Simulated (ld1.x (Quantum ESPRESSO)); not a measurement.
# An all-electron radial function and its pseudo partner (osmium (Os))

Columns: radius, all-electron u(r) and pseudo u(r) of the 6s shell (level -6.55 eV) of osmium in the configuration [Xe] 4f14 5d6 6s1.75 6p0.25; PW91, scalar-relativistic, TM scheme, ld1.x (Quantum ESPRESSO) 7.5.

| r (bohr) | all-electron | pseudo |
| --- | --- | --- |
| 0.145 | 0.1379 | -0.0133 |
| 0.290 | -0.1648 | -0.0278 |
| 0.435 | -0.1074 | -0.0447 |
| 0.580 | 0.1484 | -0.0654 |
| 0.725 | 0.2980 | -0.0916 |
| 0.870 | 0.2981 | -0.1250 |
| 1.015 | 0.1968 | -0.1673 |
| 1.160 | 0.0482 | -0.2194 |
| 1.305 | -0.1098 | -0.2812 |
| 1.450 | -0.2556 | -0.3507 |
| 1.595 | -0.3792 | -0.4237 |
| 1.740 | -0.4777 | -0.4942 |
| 1.885 | -0.5519 | -0.5562 |
| 2.030 | -0.6043 | -0.6048 |
| 2.175 | -0.6378 | -0.6378 |
| 2.320 | -0.6558 | -0.6558 |
| 2.465 | -0.6611 | -0.6611 |
| 2.610 | -0.6563 | -0.6563 |
| 2.755 | -0.6437 | -0.6437 |
| 2.900 | -0.6250 | -0.6250 |
| 3.045 | -0.6019 | -0.6019 |
| 3.190 | -0.5757 | -0.5757 |
| 3.335 | -0.5473 | -0.5473 |
| 3.480 | -0.5178 | -0.5178 |
| 3.625 | -0.4877 | -0.4877 |
| 3.770 | -0.4576 | -0.4576 |

How many radial nodes do the two functions have?

The all-electron 6s function has n − l − 1 = 5 (the table is too coarse to show those close to the nucleus); the pseudo-wave has 0, since the states of the same l below it are removed with the core.

At about which radius was the pseudo-wave matched?

2.50 bohr. The columns agree to 0.0005 from 2.17 bohr on; several derivatives are matched, so the curves merge somewhat inside the radius.

Is the pseudo-wave norm-conserving?

Yes: the TM scheme keeps the norm inside the radius equal to the all-electron one, which fixes the energy derivative of the logarithmic derivative at the level.
